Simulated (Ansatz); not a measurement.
Program: Ansatz. Geometries: PBE0-D4/def2-TZVP. ΔE: electronic, gas phase. CCSD(T)/CBS is the MP2 limit (def2-TZVPP, def2-QZVPP) plus CCSD(T) − MP2 in def2-TZVPP, frozen cores. This one scheme is used for every species. Functionals use def2-TZVPP.

Consider the hydrogenolysis of a C–Al bond: `F[CH]([AlH2])[SiH3]` + H₂ → `FC[SiH3]` + `[AlH3]`.

`F[CH]([AlH2])[SiH3]`:

```xyz
10

F     1.471   -1.189    0.557
C     0.176   -0.689    0.296
Al   -0.364    0.615    1.682
Si    0.124   -0.008   -1.466
H    -0.518   -1.543    0.320
H     0.676    1.072    2.783
H    -1.846    1.178    1.617
H     0.957    1.221   -1.570
H     0.615   -1.005   -2.451
H    -1.290    0.348   -1.766
```

H₂:

```xyz
2

H    -0.011   -0.213   -0.306
H     0.011    0.213    0.306
```

`FC[SiH3]`:

Z-matrix (Å, degrees):
```
C
Si 1 1.895
F 1 1.391 2 110.4
H 1 1.095 2 111.2 3 120.0
H 1 1.095 2 111.2 3 -120.0
H 2 1.484 1 110.0 3 60.5
H 2 1.484 1 110.0 3 -60.5
H 2 1.488 1 107.8 3 180.0
```

`[AlH3]`:

```xyz
4

Al    0.000    0.000    0.000
H     0.523   -1.226    0.859
H     0.689    1.421    0.145
H    -1.212   -0.195   -1.004
```

| species | r2SCAN0 energy (Eh) |
| --- | --- |
| `F[CH]([AlH2])[SiH3]` | -673.36212 |
| H₂ | -1.17054 |
| `FC[SiH3]` | -430.37933 |
| `[AlH3]` | -244.16422 |

(1) Work out ΔE.

Largest T1 diagnostic among the species: 0.012.

Answers

(1) ΔE = (-430.37933) + (-244.16422) − (-673.36212) − (-1.17054) = -0.01089 Eh = -28.6 kJ/mol. CCSD(T)/CBS gives -25.7 kJ/mol.

Leaving LDA and LC-ωPBE aside and taking each functional with its dispersion term where it has one, the values, not all of them listed here, spread over 20.2 kJ/mol, from B97M-V to revPBE-D4. LDA lies +4.8 kJ/mol from PBE without D4. The D4 term adds +9.2 kJ/mol with B3LYP and +5.0 kJ/mol with PBE0; it sums over pairs of atoms, weighted by their polarisabilities, and B3LYP, whose exchange is more repulsive, gets the larger term. From r2SCAN to r2SCAN0 (25 % exact exchange), in def2-TZVPP and without D4, ΔE moves by −6.4 kJ/mol.

B3LYP here is the variant with VWN-RPA as its local correlation; programs differ in this.
